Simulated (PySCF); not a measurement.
GeO, charge -1, doublet, at a GFN2-xTB geometry (a state made from the parent by changing its charge; the spin is typed, not shown lowest). Base run: HF/aug-cc-pVDZ (PySCF).

Here is a job for PySCF.
```python
from pyscf import gto, scf

mol = gto.Mole()
mol.atom = '''
    Ge   -0.00000000   -0.00000000   -0.34203869
    O     0.00000000    0.00000000    1.36815475
'''
mol.basis = 'aug-cc-pvdz'
mol.charge = -1
mol.spin = 1
mol.verbose = 4
mol.build()

mf = scf.UHF(mol)
mf.kernel()
```

The base run was repeated with changes; each row names its change, and settings that it needs were set with it.

| change | basis functions | E (Eh) | HOMO (eV) | outcome |
|---|---|---|---|---|
| base | 59 | -2150.19531 | -0.62 | converged |
| basis = cc-pVTZ-DK; relativity = spin-free X2C | 73 | -2172.02199 | -0.33 | converged |
| basis = cc-pVDZ-DK; relativity = spin-free X2C; nucleus = Gaussian (with mol.nucmod = 'G') | 41 | -2171.87068 | 0.07 | converged |
| basis = cc-pVDZ-DK; relativity = none | 41 | -2138.23054 | 0.01 | converged |
| basis = cc-pVTZ-DK; relativity = none | 73 | -2137.15042 | -0.39 | converged |
| basis = cc-pVDZ-DK; relativity = spin-free X2C | 41 | -2171.88231 | 0.07 | converged |
| basis = ANO-RCC-VDZP; relativity = none | 41 | - | - | not converged |
| basis = cc-pVTZ-DK; relativity = spin-free X2C; nucleus = Gaussian (with mol.nucmod = 'G') | 73 | -2172.00889 | -0.33 | converged |
| basis = ANO-RCC-VDZP; relativity = spin-free X2C | 41 | - | - | not converged |
| basis = ANO-RCC-VDZP; relativity = spin-free X2C; nucleus = Gaussian (with mol.nucmod = 'G') | 41 | - | - | not converged |

Absolute energies of different levels of theory aren't comparable as measures of quality.

Open shells are given as the SCF converged; they aren't shown to be the lowest states, and a large step between rows can be another state.

Basis sets contracted for a relativistic Hamiltonian are a mismatch without it, so the rows without relativity aren't non-relativistic limits. No row has spin-orbit coupling; sets with core potentials leave out the core electrons.
